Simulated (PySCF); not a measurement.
An unknown gives this computed stick spectrum. Computed with TDDFT CAM-B3LYP/def2-SVPD, vertical, gas phase, core orbitals frozen in the response in PySCF. Geometries: GFN2-xTB, one conformer each.

```tsv
state	E (eV)	f	main configurations (H = HOMO, L = LUMO)
S1	5.57	0.0003	H→L (95%)
S2	6.61	0.043	H→L+3 (59%), H-2→L (14%), H-1→L (10%)
S3	6.64	0.263	H-1→L (86%)
S4	7.17	0.0004	H-2→L (78%), H→L+3 (15%)
S5	7.67	0.018	H-1→L+3 (62%), H-3→L (20%)
S6	7.71	0.0082	H-1→L+1 (75%)
S7	7.82	0.020	H→L+1 (82%)
S8	8.17	0.0009	H-2→L+3 (42%), H-1→L+2 (20%), H-1→L+5 (15%)
```

Triplets computed (Tamm–Dancoff): 4.55, 5.01, 5.49 eV.

Orbital energies (eV): HOMO-3 -11.82, HOMO-2 -11.06, HOMO-1 -9.65, HOMO -9.53, LUMO 0.12, LUMO+1 0.97, LUMO+2 1.24.

Question: Which candidate is it?
A. `C=C[SiH2]/C([SiH3])=C/[SiH3]`
B. `[SiH3]c1nnco1`
C. `C[SiH](C)NN`
D. `FC(=C[SiH2]OC)F`

Answer: B. Its S1 lies at 5.57 eV; the nearest of the others has S1 at 6.19 eV. S1 is HOMO→LUMO (95%). Löwdin shares by element: HOMO nitrogen 81%, carbon 15%; LUMO carbon 36%, oxygen 18%, nitrogen 15% or more (atoms not listed hold the other 30%). At the same level the other candidates give, for their lowest levels:
- `C=C[SiH2]/C([SiH3])=C/[SiH3]`: 4.92 eV (f 0.000); 6.26 eV (f 0.407); 6.53 eV (f 0.004); 6.64 eV (f 0.001); 7.13 eV (f 0.047); T1 3.90 eV; HOMO -9.02, LUMO -0.17 eV
- `CO[SiH2]C=C(F)F`: 7.05 eV (f 0.010); 7.33 eV (f 0.000); 7.41 eV (f 0.363); 7.58 eV (f 0.002); 8.00 eV (f 0.001); T1 4.57 eV; HOMO -9.23, LUMO 0.99 eV
- `C[SiH](C)NN`: 6.19 eV (f 0.008); 6.68 eV (f 0.018); 6.81 eV (f 0.009); 7.19 eV (f 0.049); 7.58 eV (f 0.006); T1 5.94 eV; HOMO -8.18, LUMO 1.22 eV
